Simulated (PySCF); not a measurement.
**Bond curve of TeC**

Set-up: PySCF, scalar-relativistic core potentials, basis sets Te def2-TZVPP with ECP28, C def2-TZVPP. Energies in eV from Te + C in their ground configurations at the same level. State: ¹Σ⁺ (singlet), closed shell.

```json
{"R (Å)": "1.623", "LC-ωPBE": "-2.687"}
{"R (Å)": "1.698", "LC-ωPBE": "-3.552"}
{"R (Å)": "1.774", "LC-ωPBE": "-3.988"}
{"R (Å)": "1.830", "LC-ωPBE": "-4.107"}
{"R (Å)": "1.887", "LC-ωPBE": "-4.089"}
{"R (Å)": "1.944", "LC-ωPBE": "-3.967"}
{"R (Å)": "2.019", "LC-ωPBE": "-3.683"}
{"R (Å)": "2.113", "LC-ωPBE": "-3.193"}
{"R (Å)": "2.227", "LC-ωPBE": "-2.489"}
{"R (Å)": "2.378", "LC-ωPBE": "-1.472"}
```

**Question.** Put a parabola through the three lowest points of the LC-ωPBE curve and estimate Re, k and ωe (reduced mass 10.99 u; 1 eV/Å² = 0.16022 mdyn/Å; ωe = 1302.8·√(k/μ) cm⁻¹).

**Answer.** Through R = 1.774, 1.83, 1.887 Å the second-order coefficient is 21.6 eV/Å², so Re ≈ 1.851 Å, k ≈ 6.92 mdyn/Å and ωe ≈ 1034 cm⁻¹. A polynomial fit of higher order to the unrounded LC-ωPBE energies gives Re = 1.850 Å, k = 6.18 mdyn/Å, ωe = 977 cm⁻¹; anharmonicity and rounding make the difference.

The higher-order fit for each curve: LC-ωPBE: Re = 1.850 Å, ωe = 977 cm⁻¹, De = 4.11 eV.

These are scalar-relativistic numbers at best; spin–orbit coupling would shift them, the dissociation energy most.
